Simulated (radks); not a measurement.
Problem. Radial electron density D(r) = 4 pi r^2 rho(r) of an atom or ion with 18 electrons. Method: non-relativistic Kohn-Sham, LDA (Slater exchange, Perdew-Wang correlation), spin-polarised, spherical densities, point nucleus; computed with a radial shooting solver on a logarithmic mesh with Libxc functionals.

```
   r/bohr * D(r) (the largest magnitude, 24.4, reaches the edge; | marks zero)
 0.002848 |*
 0.003263 |*
 0.003709 | *
 0.004249 | *
 0.004829 |  *
 0.005533 |   *
 0.006289 |    *
 0.007147 |     *
 0.008189 |      *
 0.009307 |        *
  0.01066 |          *
  0.01212 |             *
  0.01388 |                *
  0.01578 |                   *
  0.01793 |                       *
  0.02055 |                           *
  0.02335 |                               *
  0.02676 |                                    *
  0.03041 |                                        *
  0.03484 |                                             *
   0.0396 |                                                *
    0.045 |                                                  *
  0.05156 |                                                    *
   0.0586 |                                                   *
  0.06714 |                                                  *
  0.07631 |                                               *
  0.08742 |                                           *
  0.09936 |                                        *
   0.1129 |                                      *
   0.1294 |                                     *
    0.147 |                                       *
   0.1685 |                                           *
   0.1915 |                                                *
   0.2194 |                                                    *
   0.2493 |                                                      *
   0.2834 |                                                     *
   0.3246 |                                                *
    0.369 |                                        *
   0.4227 |                               *
   0.4805 |                      *
   0.5505 |                *
   0.6256 |             *
    0.711 |             *
   0.8146 |              *
   0.9259 |               *
    1.061 |               *
    1.206 |             *
    1.381 |          *
     1.57 |       *
    1.784 |    *
    2.044 |  *
    2.323 | *
    2.662 |*
    3.025 |*
    3.466 |*
    3.939 |*
    4.477 *
    5.129 *
     5.83 *
    6.679 *
    7.591 *
    8.697 *
```

What is the nuclear charge?

Solution. Z = 20. The innermost maximum, from 1s, lies near 1/Z = 0.05 bohr (found: 0.0537), and its height grows with Z. The density is that of the calcium ion Ca2+ in [Ne] 3s2 3p5 4s1; the configuration itself is not fixed sharply by these data, and Z only to about a unit. D(r) has 3 maxima, at r = 0.0537, 0.255, 0.979 bohr, and minima at 0.123, 0.672 bohr, inside which lie 2.15, 10.39 electrons.
